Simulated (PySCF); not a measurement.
C3H9Si, SMILES C[SiH](C)[CH2], multiplicity 2. Atoms are numbered in the order given.

```xyz
13

C     -0.1407     1.7816     0.3907
Si    -0.0669     0.0856    -0.3690
C     -1.3902    -1.0367     0.3842
C      1.6330    -0.6908    -0.0829
H     -0.3958     2.6882    -0.1695
H      0.0640     1.9533     1.4551
H     -0.3127     0.2154    -1.8388
H     -1.3454    -2.0447    -0.0605
H     -2.4012    -0.6330     0.2170
H     -1.2404    -1.1381     1.4718
H      2.4331    -0.0828    -0.5338
H      1.6805    -1.7007    -0.5228
H      1.8418    -0.7808     0.9960
```
Charge 0, spin multiplicity 2.

The structure is a stationary point at B3LYP-D3(BJ)/def2-SVP. A frequency run showed that this geometry is not a minimum. The isomer is the one that the SMILES or the coordinates give; other isomers of the formula were not compared.

Method: PySCF with TDA-PBE/def2-SVPD.

Vertical excitations. Gas-phase values at a fixed geometry.

### Question
Give excitation energies, oscillator strengths and character. (The exact figures need the calculation; the answer reports its results.)

### Answer

```csv
state,energy (eV),λ (nm),f,main pairs
root 1,4.16,298,0.005,β HOMO→LUMO 92 %
root 2,4.26,291,0.009,β HOMO−2→LUMO 90 %
root 3,4.30,289,0.032,β HOMO−1→LUMO 96 %
root 4,5.32,233,0.026,α HOMO→LUMO 100 %
root 5,5.86,212,0.004,α HOMO→LUMO+1 99 %
root 6,6.05,205,0.008,"α HOMO→LUMO+2 88 %, β HOMO−4→LUMO 11 %"
root 7,6.17,201,0.002,"α HOMO→LUMO+3 8 %, β HOMO−5→LUMO 79 %"
root 8,6.19,200,0.000,β HOMO−3→LUMO 100 %
root 9,6.27,198,0.036,"α HOMO→LUMO+2 9 %, β HOMO−4→LUMO 79 %"
root 10,6.32,196,0.003,"α HOMO→LUMO+3 89 %, β HOMO−5→LUMO 11 %"
```
Unrestricted roots are not spin-pure.
